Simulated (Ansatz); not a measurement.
Basis-set extrapolation for C2H8OSi2 (`OC1C[SiH2][SiH2]1`) (PBE0-D4/def2-TZVP geometry, frozen core, Ansatz 0.2.0). Multiplicity 1, RHF reference.

```
                      def2-TZVPP   def2-QZVPP
                 HF  -733.161895  -733.186736
    MP2 correlation    -0.828581    -0.887963
CCSD(T) correlation    -0.919090      not run
```

Energies in hartree. Use E(X) = E(∞) + A·exp(−7.88·√X) for Hartree–Fock and E(X) = E(∞) + B·X^(−2.97) for correlation, with X = 3 and 4, and add CCSD(T) minus MP2 of the smaller set to the MP2 limit.

**Question.** What is the CCSD(T) energy at the basis-set limit?

**Answer.** HF limit: -733.186736 + (-0.024841) × 0.13774 = -733.19016. MP2 limit: -0.887963 + (-0.059382) × 0.74074 = -0.93195. Higher-order term: -0.919090 − (-0.828581) = -0.09051. Total: -734.21262 hartree, 345.6 kJ/mol below CCSD(T)/def2-TZVPP.
